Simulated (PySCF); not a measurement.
A small calculation by hand: oscillator strength and radiative lifetime

B(Me)2(SH) (C₂H₇BS), SMILES B(S)(C)C.

Geometry optimised at PBE0-D3(BJ)/def2-SVP. One conformer was computed; it need not be the lowest.

TDDFT-PBE/def2-SVPD run with PySCF puts the first singlet state with f over 0.02 at 6.12 eV (vertical), with the transition dipole (-0.413, 0.662, -0.745) in atomic units.

Q: Find the oscillator strength, the wavelength and the radiative lifetime that this transition would have in vacuum if emission retraced absorption.

A: 
|μ|² = 1.1638 au, so |μ| = 2.74 D. ΔE = 6.12/27.211 = 0.2249 hartree. f = (2/3) ΔE |μ|² = 0.175 (the program prints 0.175).
λ = 1239.84/6.12 = 203 nm; ν = 49361 cm⁻¹.
Einstein's coefficient A = 0.6670 ν² f s⁻¹ (ν in cm⁻¹) = 2.8e8 s⁻¹, so τ = 1/A = 3.5 ns. This state is S1. The figure is the radiative limit of this one transition; relaxation, internal conversion, crossing to triplets and a medium change what is measured.
